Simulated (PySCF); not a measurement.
**Question.** Write Cartesian coordinates for InChI=1S/C7H4FNO/c8-6-2-1-3-7(4-6)9-5-10/h1-4H as optimised with PBE0-D3(BJ)/def2-TZVP.

**Answer.** 
```
atom  x, y, z in Å
O1     4.1804    0.4123    0.6174
C2     3.1190   -0.0188    0.4135
N3     2.0804   -0.5796    0.1934
C4     0.7344   -0.2743    0.0582
C5     0.2609    1.0301    0.1888
C6    -1.0919    1.2828    0.0445
C7    -1.9864    0.2582   -0.2285
C8    -1.4873   -1.0235   -0.3520
F9    -2.3314   -2.0261   -0.6143
C10   -0.1456   -1.3151   -0.2149
H11    0.9539    1.8349    0.4019
H12   -1.4579    2.2973    0.1463
H13   -3.0473    0.4380   -0.3444
H14    0.2120   -2.3307   -0.3179
```

Orientation and origin are arbitrary. Atoms count from 1 in this order. The 6-membered ring C4–C5–C6–C7–C8–C10 has internal angles of 118.0° to 122.6°; it is planar, 0.00 Å rms from its mean plane, widest ring torsion 0°. N3 (isocyanate nitrogen) is bent (angle 139.0°). The 10 heavy atoms lie in one plane (0.001 Å rms). The 2 C–N bonds span 1.201 Å (C2=N3, drawn double) to 1.387 Å (N3–C4, drawn single), a spread of 0.186 Å.

Bonds between heavy atoms (Å): O1=C2 1.164, C2=N3 1.201, N3–C4 1.387, C4–C5 1.394, C5–C6 1.384, C6–C7 1.387, C7–C8 1.381, C8–F9 1.337, C8–C10 1.380, C4–C10 1.390.

Computed with PBE0-D3(BJ)/def2-TZVP geometry optimisation, gas phase in PySCF 2.14.0.

Point group: Cs (tolerance 0.08 Å). Whether it is a minimum is left open (no frequencies). The numbers are those of one conformer (C2–N3–C4–C5 0°).
